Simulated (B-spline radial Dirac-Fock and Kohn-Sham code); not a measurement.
**Elastic scattering of 8.24 keV electrons by neutral technetium**

The computed values come from a radial finite-basis atomic code: relativistic (Dirac) partial waves in the static field of the Dirac-Fock atom with Furness-McCarthy exchange, without polarisation or absorption potentials.

| θ (°) | dσ/dΩ (a₀²/sr) | Sherman function |
| --- | --- | --- |
| 0 | 311 | 0.000 |
| 10 | 2.91 | 0.000 |
| 20 | 0.348 | 0.001 |
| 30 | 0.103 | 0.006 |
| 40 | 0.0448 | 0.013 |
| 50 | 0.0234 | 0.014 |
| 60 | 0.0140 | 0.006 |
| 70 | 0.00931 | -0.012 |
| 80 | 0.00677 | -0.035 |
| 90 | 0.00528 | -0.058 |
| 100 | 0.00435 | -0.076 |
| 110 | 0.00376 | -0.086 |
| 120 | 0.00336 | -0.088 |
| 130 | 0.00310 | -0.082 |
| 140 | 0.00291 | -0.071 |
| 150 | 0.00279 | -0.056 |
| 160 | 0.00271 | -0.038 |
| 170 | 0.00267 | -0.019 |
| 180 | 0.00265 | 0.000 |

The total elastic cross section is 2.81 a₀², the first transport cross section 0.0943 a₀² and the second, weighted with (3/2) sin²θ, 0.179 a₀². The mean deflection is ⟨1 − cos θ⟩ = 0.0336, and 0.79 % of the collisions scatter beyond 90°.
